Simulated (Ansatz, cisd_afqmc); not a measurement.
Species: F, charge -1, singlet.

Total energies in aug-cc-pVQZ, 8 correlated electrons, 1 frozen orbitals. UHF or UKS for unpaired electrons; spin-orbit terms are left out. Correlated methods leave the cores frozen. No relativity. AFQMC/CISD: phaseless, guided by CISD from CCSD amplitudes; bars are statistical, one sigma. Outlying blocks are dropped, and bars are widened where a walk drifts. Over all cases where full CI ran beside it in this data, AFQMC minus full CI had a median of +0.1 mEh and passed +0.4 mEh in a tenth of the cases.

```
method         program        energy (Eh)  minus CCSDT(Q) (mEh)
----------  ----------  -----------------  --------------------
HF              Ansatz          -99.45746                319.96
MP2             Ansatz          -99.77441                  3.02
CCSD            Ansatz          -99.76582                 11.60
CCSD(T)         Ansatz          -99.77707                  0.35
CCSDT(Q)        Ansatz          -99.77742                  0.00
AFQMC/CISD  cisd_afqmc  -99.7775 ± 0.0004            -0.1 ± 0.4
```

Ansatz is a first-principles code.
